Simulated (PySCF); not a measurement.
# Ga21H18N25: Orbital levels and atomic charges

System: Ga21H18N25 (flake GaN sheet).

Cartesian coordinates (Å):
```
  1 N    -3.181   -0.001   -0.004
  2 Ga   -4.773    0.919   -0.001
  3 N    -6.364   -0.004   -0.002
  4 Ga   -6.382   -1.843   -0.002
  5 N    -4.785   -2.762    0.002
  6 Ga   -3.188   -1.841   -0.002
  7 N     1.590    2.756   -0.002
  8 Ga    0.000    3.682    0.000
  9 N    -1.589    2.756    0.000
 10 Ga   -1.590    0.918   -0.001
 11 N     0.000    0.000   -0.001
 12 Ga    1.590    0.918    0.000
 13 N     1.572    8.298    0.005
 14 Ga    0.000    9.246    0.001
 15 N    -1.572    8.298    0.001
 16 Ga   -1.595    6.449    0.001
 17 N     0.000    5.525    0.003
 18 Ga    1.596    6.449    0.001
 19 N     3.181   -0.001    0.004
 20 Ga    0.000   -1.836    0.000
 21 N     1.592   -2.754    0.001
 22 Ga    3.188   -1.841    0.001
 23 N     7.971   -2.788    0.006
 24 Ga    6.382   -1.843    0.001
 25 N     4.784   -2.763    0.000
 26 Ga    4.787   -4.606    0.001
 27 N     6.399   -5.511   -0.002
 28 Ga    8.006   -4.624    0.001
 29 N    -7.972   -2.787   -0.003
 30 Ga   -8.007   -4.623    0.000
 31 N    -6.400   -5.510   -0.001
 32 Ga   -4.787   -4.605    0.000
 33 N     6.364   -0.004   -0.003
 34 Ga    4.773    0.919    0.000
 35 N    -1.592   -2.754   -0.003
 36 N    -3.179    5.513   -0.007
 37 Ga   -3.182    3.674   -0.001
 38 Ga   -1.591   -4.593    0.000
 39 N     0.000   -5.511   -0.007
 40 Ga    1.590   -4.593    0.001
 41 N     3.185   -5.510    0.009
 42 N    -4.772    2.756    0.007
 43 N     4.773    2.755   -0.003
 44 Ga    3.183    3.674   -0.002
 45 N    -3.185   -5.509    0.005
 46 N     3.179    5.514   -0.007
 47 H    -7.236    0.514   -0.001
 48 H     2.470    8.776    0.001
 49 H     0.000   10.793   -0.001
 50 H    -2.469    8.776    0.001
 51 H     8.834   -2.251    0.002
 52 H     6.365   -6.527    0.001
 53 H     9.346   -5.397    0.000
 54 H    -8.835   -2.249   -0.003
 55 H    -9.347   -5.396    0.002
 56 H    -6.365   -6.526    0.001
 57 H     7.237    0.514   -0.001
 58 H    -4.064    6.010    0.002
 59 H     0.000   -6.525    0.006
 60 H     3.172   -6.525   -0.003
 61 H    -5.650    3.263   -0.002
 62 H     5.651    3.262   -0.002
 63 H    -3.173   -6.524   -0.001
 64 H     4.064    6.010    0.002
```

Method: PBE/def2-SVP, gas phase, PySCF, fitting set def2-universal-JFIT, grid level 1.

Spin-orbit coupling is left out, which matters for the heavier atoms here.

Problem. Give the orbital energies near the gap.

Solution. 
```tsv
orbital	eV
HOMO-4	-5.36
HOMO-3	-5.13
HOMO-2	-5.11
HOMO-1	-5.11
HOMO	-5.11
LUMO	-2.01
LUMO+1	-1.38
LUMO+2	-1.38
LUMO+3	-0.73
```

Problem. Give the partial charges of the non-hydrogen atoms.

Solution. 
| atom | Mulliken | IAO | Hirshfeld |
| --- | --- | --- | --- |
| N1 | -0.54 | -0.80 | -0.38 |
| Ga2 | 0.45 | 0.80 | 0.39 |
| N3 | -0.39 | -0.77 | -0.35 |
| Ga4 | 0.45 | 0.79 | 0.39 |
| N5 | -0.56 | -0.81 | -0.38 |
| Ga6 | 0.55 | 0.79 | 0.39 |
| N7 | -0.54 | -0.80 | -0.38 |
| Ga8 | 0.55 | 0.79 | 0.39 |
| N9 | -0.54 | -0.80 | -0.38 |
| Ga10 | 0.54 | 0.79 | 0.39 |
| N11 | -0.52 | -0.79 | -0.38 |
| Ga12 | 0.54 | 0.79 | 0.39 |
| N13 | -0.41 | -0.76 | -0.35 |
| Ga14 | 0.35 | 0.63 | 0.35 |
| N15 | -0.41 | -0.76 | -0.35 |
| Ga16 | 0.45 | 0.79 | 0.39 |
| N17 | -0.56 | -0.81 | -0.38 |
| Ga18 | 0.45 | 0.79 | 0.39 |
| N19 | -0.54 | -0.80 | -0.38 |
| Ga20 | 0.54 | 0.79 | 0.39 |
| N21 | -0.54 | -0.80 | -0.38 |
| Ga22 | 0.55 | 0.79 | 0.39 |
| N23 | -0.41 | -0.76 | -0.35 |
| Ga24 | 0.45 | 0.79 | 0.39 |
| N25 | -0.56 | -0.81 | -0.38 |
| Ga26 | 0.45 | 0.79 | 0.39 |
| N27 | -0.41 | -0.76 | -0.35 |
| Ga28 | 0.35 | 0.63 | 0.35 |
| N29 | -0.41 | -0.76 | -0.35 |
| Ga30 | 0.35 | 0.63 | 0.35 |
| N31 | -0.41 | -0.76 | -0.35 |
| Ga32 | 0.45 | 0.79 | 0.39 |
| N33 | -0.39 | -0.77 | -0.35 |
| Ga34 | 0.45 | 0.80 | 0.39 |
| N35 | -0.54 | -0.80 | -0.38 |
| N36 | -0.39 | -0.77 | -0.35 |
| Ga37 | 0.45 | 0.80 | 0.39 |
| Ga38 | 0.45 | 0.80 | 0.39 |
| N39 | -0.39 | -0.77 | -0.35 |
| Ga40 | 0.45 | 0.80 | 0.39 |
| N41 | -0.39 | -0.77 | -0.35 |
| N42 | -0.39 | -0.77 | -0.35 |
| N43 | -0.39 | -0.77 | -0.35 |
| Ga44 | 0.45 | 0.80 | 0.39 |
| N45 | -0.39 | -0.77 | -0.35 |
| N46 | -0.39 | -0.77 | -0.35 |
